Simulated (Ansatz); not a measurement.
```yaml
crystal:
  periodic: [false, false, false]
  atoms:
    - {symbol: F, position_ang: [0.801611, -1.034563, 1.473689]}
    - {symbol: C, position_ang: [0.793369, -0.689494, 0.187952]}
    - {symbol: F, position_ang: [0.642848, -1.792255, -0.542498]}
    - {symbol: F, position_ang: [1.971700, -0.145834, -0.109141]}
    - {symbol: Ge, position_ang: [-0.688884, 0.604145, -0.181569]}
    - {symbol: F, position_ang: [-0.511777, 2.020685, 0.746105]}
    - {symbol: F, position_ang: [-0.712569, 1.056632, -1.822678]}
    - {symbol: F, position_ang: [-2.203999, -0.076415, 0.192339]}
basis:
  gaussian: {orbitals: aug-pcseg-2}
magnetization: {spin_polarized: true, initial_magnetization: 3}
hamiltonian: {xc: {name: B3LYP5}}
output: {forces: true}
```

```sh
$ ansatz run in.yaml --threads 4 --pin off --events-out ev --progress --plain --max-ram 11315MiB
```

(1) How does Ansatz answer? (Estimate.)

## Answers

(1) The calculation gave: The input was rejected before any iteration.
```
Error: a molecule whose nuclei and cores have a total charge of 92 cannot have a net charge of 0 together with 3 unpaired electrons
```

B3LYP here is the variant with VWN-RPA as its local correlation; programs differ in this.
